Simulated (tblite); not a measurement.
Species: CF3CH2Br, C₂H₂BrF₃.
Atom-mapped SMILES: `[F:1][C:2]([F:3])([F:4])[CH2:5][Br:6]` (hydrogens: H7, H8 on C5)

Computed with GFN2-xTB (tblite), gas phase: L-BFGS steps from a force-field or distance-geometry start until the largest atomic force falls under 0.01 eV/Å.

Step 2: E = -641.6765 eV
```
atom  x, y, z in Å  |  force x, y, z in eV/Å
F1     -1.3825    1.1423    0.0204   -0.325   0.121  -0.227
C2     -0.7545   -0.0310   -0.1395    0.735   0.343  -0.162
F3     -1.2564   -0.8584    0.7501   -0.515  -0.586   0.316
F4     -1.0318   -0.4992   -1.3634    0.067   0.214   0.331
C5      0.7251    0.2020    0.1410   -0.019  -0.397  -0.043
Br6     1.7543   -1.4062   -0.1483    0.000  -0.048  -0.074
H7      1.1233    0.9915   -0.4696    0.111   0.290  -0.435
H8      0.8315    0.4684    1.1848   -0.055   0.063   0.295
```

Step 3: E = -641.6985 eV
```
atom  x, y, z in Å  |  force x, y, z in eV/Å
F1     -1.3873    1.1396    0.0137   -0.201   0.137  -0.118
C2     -0.7433   -0.0269   -0.1362    0.191   0.099  -0.003
F3     -1.2649   -0.8650    0.7493   -0.262  -0.309   0.162
F4     -1.0310   -0.4928   -1.3526    0.118   0.108   0.093
C5      0.7285    0.2000    0.1406    0.087  -0.184   0.004
Br6     1.7544   -1.4077   -0.1499    0.008  -0.054  -0.072
H7      1.1240    0.9943   -0.4762    0.058   0.143  -0.296
H8      0.8286    0.4680    1.1867    0.000   0.060   0.231
```

**Question.** Estimate the geometry and energy of step 4. (The exact step hangs on the optimiser's Hessian estimate; all steps are aligned on step 3, rigid shifts and turns removed.)

**Answer.** E = -641.7073 eV, largest force 0.176 eV/Å
```
atom  x, y, z in Å  |  force x, y, z in eV/Å
F1     -1.3932    1.1396    0.0074   -0.061   0.063  -0.016
C2     -0.7365   -0.0245   -0.1317   -0.152  -0.025   0.085
F3     -1.2736   -0.8725    0.7495   -0.060  -0.061   0.029
F4     -1.0280   -0.4869   -1.3445    0.142   0.018  -0.069
C5      0.7339    0.1976    0.1408    0.068   0.048   0.068
Br6     1.7547   -1.4099   -0.1523    0.013  -0.054  -0.066
H7      1.1249    0.9973   -0.4849   -0.008  -0.029  -0.129
H8      0.8268    0.4686    1.1911    0.057   0.040   0.096
```

The energy changes by -0.0088 eV. The first-order estimate −F·Δx gives -0.0151 eV and the mean of the old and new forces, exact on a quadratic surface, -0.0089 eV. The step makes an angle of 30° with the force vector and moves no atom by more than 0.011 Å.

The cost below is that of the whole relaxation. The run took 0.23 s wall on one thread of an Arm Neoverse N1, no GPU (shared host).
